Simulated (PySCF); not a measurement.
## How methods differ on the ionisation energy of Ag(2+)

Ag(2+) [Kr] 4d9 (2D) → Ag(3+) [Kr] 4d8 (3F), as a difference of total energies. Calculation: PySCF 2.14, in def2-QZVPPD with the def2 core potential (28 electrons) (7s5p4d4f2g, 88 functions); a scalar-relativistic core potential. Correlated levels: valence: 4s2 4p6 frozen. The calculations carry no spin-orbit coupling.

```
           method  ionisation energy (eV)
              UHF                  32.974
    MP2 (valence)                  34.937
SCS-MP2 (valence)                  34.803
   CCSD (valence)                  34.651
CCSD(T) (valence)                  34.743
```

Problem. How much does correlation contribute at CCSD(T) (valence)?

Solution. 34.743 − (32.974) = 1.769 eV, measured against UHF.

The reference lies between the lowest fine-structure levels, while these numbers refer to the centres of the terms.

Errors of the correlated levels include the incompleteness of this basis and the frozen core.

For comparison: 34.8 ± 0.3 eV (semi-empirical (NIST evaluation); NIST Atomic Spectra Database, ionization energies).
